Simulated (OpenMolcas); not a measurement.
**Computed transition rates of Hf**

| Item | Value |
| --- | --- |
| Program | OpenMolcas |
| Method | MS-CASPT2, IPEA 0.25 Eh, imaginary shift 0.1 Eh (closed shells correlated: 5s 5p) |
| Basis | ANO-RCC-VTZP [8s7p5d3f2g1h] |
| Scalar Hamiltonian | DKH2, point nucleus |
| Active space | 4 electrons in 6 orbitals (5d 6s) |
| State averaging | 2S+1 = 5 even, 15 roots (10 in the spin-orbit step); 2S+1 = 3 even, 55 roots; 2S+1 = 1 even, 50 roots |
| Spin-orbit coupling | state interaction with AMFI integrals over the reference wave functions, term energies averaged over their components |

Rates come from the transition moments of the reference wave functions (E1 and E2 in the length form). At fixed line strength A goes as λ^-3 for E1 and M1 and as λ^-5 for E2, so a rate at the computed wavelength can be rescaled to the measured one. Measured vacuum wavelengths follow from level energies in NIST Handbook of Basic Atomic Spectroscopic Data. Branching counts decays inside the model space alone, at computed energies, and the table is only a selection of the E2 and M1 lines, drawn from those between levels with measured partners whose computed energy lies within a factor of 1.5 of the measured one.

| Upper | Lower | Type | λ computed (nm) | λ measured (nm) | A computed (s-1) | A rescaled (s-1) | Branching % |
| --- | --- | --- | --- | --- | --- | --- | --- |
| 5d2 6s2 3P1 | 5d2 6s2 3P0 | M1 | 9134 | 9517 | 2.29e-02 | 2.02e-02 | 45.3 |
| 5d2 6s2 3F4 | 5d2 6s2 3F3 | M1 | 4695 | 4523 | 1.89e-01 | 2.11e-01 | 100.0 |
| 5d2 6s2 3F3 | 5d2 6s2 3F2 | M1 | 4111 | 4243 | 3.26e-01 | 2.97e-01 | 100.0 |
| 5d2 6s2 3P0 | 5d2 6s2 3F2 | E2 | 2538 | 1811 | 1.54e-03 | 8.33e-03 | 100.0 |
| 5d2 6s2 3P1 | 5d2 6s2 3F2 | M1 | 1986 | 1521 | 2.54e-02 |  | 50.2 |

Spin-changing lines and M1 lines between different terms are not rescaled, since their strength hangs on the term gaps too.

The largest correction is for 5d2 6s2 3P0 → 5d2 6s2 3F2 (E2): 1.54e-03 × (2538 / 1811)^5 = 8.33e-03 s-1, a factor of 5.41.

The computed order of these levels differs from the measured one in 1 place, and where term gaps are wrong the rates of spin-changing lines can be off by large factors.

No measured rate stands beside these. Rescaling mends the energy factor alone: line strengths can still be far off where a level mixes with configurations outside the active space, and weak or spin-changing lines hang on small mixing coefficients that depend on the term gaps too, so rescaling need not improve them.

Term energies are means over components that CASPT2 splits; among the terms shown or strongly mixed into the levels shown the widest spread is 1100 cm-1 (5d2 6s2 3F). Over all roots computed the reference weight is 0.85 to 0.93; the roots of lowest weight are the least certain, and an intruder state may touch them. Some high roots are left out of the spin-orbit mixing, which shifts the levels that they would mix with. Some terms miss by over 15 % even with CASPT2, which points to a basis or an active space too small for the shells correlated. Computed and measured levels are paired by configuration, term and J; levels that our copy of the source lacks, or whose pairing is in doubt (as where it misses far off the trend of its configuration), stay unpaired. Only configurations of the active space appear.
